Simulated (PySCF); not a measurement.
## From a computed spectrum to the compound

A species of 7 atoms with charge 0 has these harmonic modes (PBE0, small Gaussian bases with core potentials, PySCF 2.14.0):

```
cm⁻¹  km/mol  symmetry
  13     2.7       a''
  43    17.8        a'
  78     1.0       a''
  84    59.1        a'
 121     9.0        a'
 133    12.1       a''
 252   265.3        a'
 291    13.9        a'
 442    39.8       a''
 554   179.1        a'
 555   200.3       a''
 561    22.5        a'
1624    85.5        a'
3854   121.2        a'
3946   188.1       a''
```

Task: Which species is it, and in which structure?

Result: SmF3(H2O) (singlet in the valence; each metal's 4f electrons, 5 of them, lie in its core potential, out of spins and levels):
```xyz
7

Sm    0.0629   -0.0618    0.0618
F     1.0850    1.4011    1.1179
F    -1.3502   -1.1311    1.1311
F     1.0850   -1.1179   -1.4011
O    -1.3578    1.3784   -1.3784
H    -1.6921    2.2582   -1.1637
H    -1.6921    1.1637   -2.2582
```
Ideal gas at 298.15 K and 1 bar: S = 442.0 J/(mol K), Cp = 116.9 J/(mol K), H − H(0 K) = 26.8 kJ/mol (rigid rotor, harmonic modes, spin degeneracy alone, that of the 4f electrons in the core included; the modes under 60 cm⁻¹ make these uncertain). An lcecp potential fixes the number of 4f electrons, so in runs with it no electron can move into or out of that shell.
 Other answers can fit too; this one was computed.
